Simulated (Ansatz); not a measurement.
Breaking a bond: NBe (cation, charge +1), lowest triplet found (which spin is the ground state isn't settled by this scan).

Methods: UKS-PBE = unrestricted PBE/aug-cc-pVDZ in Ansatz (an electronic-structure program); FCI = full CI/aug-cc-pVDZ, frozen core in Ansatz.

Energies relative to the lowest point of each curve between 1.38 and 1.97 Å, where full CI is lowest, in kJ/mol; the last columns give the error against full CI:

| R / Å | UKS-PBE | FCI | UKS-PBE − FCI |
|---|---|---|---|
| 1.29 | 158.3 | 172.5 | -14.2 |
| 1.38 | 69.2 | 78.9 | -9.8 |
| 1.47 | 22.3 | 28.4 | -6.2 |
| 1.53 | 6.9 | 10.7 | -3.8 |
| 1.58 | 1.1 | 2.9 | -1.7 |
| 1.62 | 0.0 | 0.0 | 0.0 |
| 1.69 | 3.6 | 0.3 | 3.3 |
| 1.75 | 10.8 | 4.4 | 6.4 |
| 1.81 | 20.5 | 10.8 | 9.7 |
| 1.91 | 39.8 | 24.2 | 15.5 |
| 1.97 | 52.3 | 33.1 | 19.2 |
| 2.10 | 79.6 | 52.6 | 27.1 |
| 2.27 | 112.5 | 76.2 | 36.2 |
| 2.45 | 141.1 | 97.3 | 43.7 |
| 2.70 | 170.0 | 119.3 | 50.7 |
| 2.96 | 189.8 | 134.2 | 55.6 |
| 3.29 | 205.5 | 145.2 | 60.3 |
| 3.69 | 216.0 | 151.7 | 64.3 |
| 4.15 | 221.6 | 155.1 | 66.6 |
| 4.79 | 223.8 | 157.0 | 66.8 |
| 5.71 | 222.3 | 158.0 | 64.2 |

UKS-PBE is furthest from FCI at 4.79 (66.8 kJ/mol, above); its mean absolute error over the points is 29.8 kJ/mol.

The scan ran from 1.21 to 5.71 Å; beyond the distances shown full CI changes its symmetry label. The unrestricted determinant behind UKS-PBE is spin-contaminated at 1.91 to 5.71 Å (<S²> up to 2.9, against 2.00 for a pure triplet). Also computed but left out beside FCI, since their determinant holds another spin at the minimum (<S²> over 0.7 above the pure value): UHF/3-21G.
